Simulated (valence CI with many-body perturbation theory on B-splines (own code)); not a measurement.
# Ladder of approximations for S9+

Computed by configuration interaction combined with many-body perturbation theory (CI+MBPT): five valence electrons over a frozen Dirac-Fock core [He], radial functions for each j: 9 s, 9 p, 8 d, 6 f, 3 g, 1 h, with the one-electron correlation potential Σ1 (screened to all orders), the two-electron term Σ2, the three-electron term Σ3, Breit, model QED; selected single and double excitations, second order for the rest, scaled by the run's own slope (own B-spline code, finite nucleus).

No measured levels were compared; by estimate levels of excited configurations hold to 0.05 to 0.15 % of their energy, terms of the ground configuration to about 0.5 %. Among the levels kept, up to 2200 cm⁻¹ of a level comes from second order outside the variational space, and about a tenth of that is noise between levels of different J, which matters for small intervals.

Each rung adds one term. CI alone is the Dirac-Coulomb CI over the frozen core; QED comes last and gives the full result, which names the levels. Energies are above 2s2 2p3 4S°_3/2 on the same rung, in cm⁻¹.

Letters in brackets count levels of one name in rising energy.

```csv
Level,CI alone,+ Σ1,+ Σ2,+ Σ3,+ Breit,Full
2s2 2p3 2D°_3/2,82398,82430,82791,82498,82751,82747
2s2 2p3 2D°_5/2,84200,84244,84582,84290,83883,83888
2s2 2p3 2P°_1/2,126923,126948,127650,127268,127392,127380
2s2 2p3 2P°_3/2,129007,129046,129713,129334,129207,129203
2s 2p4 4P_5/2,380654,379646,379274,378992,379089,378559
2s 2p4 4P_3/2,387500,386516,386148,385864,385977,385465
2s 2p4 4P_1/2,391204,390230,389872,389586,389502,388999
2s 2p4 2D_3/2,523951,522989,522293,521614,521702,521175
2s 2p4 2D_5/2,524288,523329,522632,521954,521834,521308
2s 2p4 2S_1/2,611666,610735,610317,609474,610000,609469
2s 2p4 2P_3/2,642253,641267,639095,637913,638079,637528
2s 2p4 2P_1/2,651166,650212,648104,646929,646841,646316
2p5 2P°_3/2,998069,996149,993535,992336,992830,991786
2p5 2P°_1/2,1009660,1007780,1005180,1003980,1003930,1002910
2s2 2p2 3s 4P_1/2,2086240,2087830,2088130,2087540,2087310,2087470
2s2 2p2 3s 4P_3/2,2091060,2092660,2092950,2092360,2091870,2092030
2s2 2p2 3s 4P_5/2,2097930,2099550,2099860,2099260,2098070,2098250
2s2 2p2 3s 2P_1/2,2111690,2113290,2113350,2112760,2112390,2112560
2s2 2p2 3s 2P_3/2,2119860,2121470,2121540,2120950,2119870,2120050
2s2 2p2 3s 2D_5/2,2159930,2161570,2162020,2161240,2160230,2160410
2s2 2p2 3s 2D_3/2,2160220,2161860,2162310,2161530,2160530,2160710
2s2 2p2 3p 2S°_1/2,2182410,2183820,2183940,2183340,2182780,2182820
2s2 2p2 3p 4D°_1/2,2190780,2192180,2192310,2191720,2191580,2191600
2s2 2p2 3p 4D°_3/2,2193340,2194750,2194860,2194270,2194010,2194030
2s2 2p2 3p 4D°_5/2,2197990,2199400,2199490,2198900,2198320,2198360
2s2 2p2 3p 4D°_7/2,2204200,2205630,2205760,2205160,2203900,2203960
2s2 2p2 3p 4P°_1/2,2203840,2205260,2205370,2204780,2204280,2204320
2s2 2p2 3p 4P°_3/2,2204760,2206170,2206290,2205700,2205110,2205140
2s2 2p2 3p 4P°_5/2,2208840,2210270,2210430,2209840,2208830,2208870
2s2 2p2 3p 2D°_3/2 [a],2216630,2218050,2218230,2217590,2217050,2217090
2s2 2p2 3p 2D°_5/2 [a],2225310,2226760,2226940,2226300,2225140,2225200
```

Task: How does the ionisation energy move along the ladder, and which term matters most?

Result: CI alone 447.41, + Σ1 447.62, + Σ2 447.64, + Σ3 447.57, + Breit 447.52, + QED 447.53 eV. The largest step is Σ1, 0.21 eV. NIST lists 447.7 ± 0.3 eV (semi-empirical).
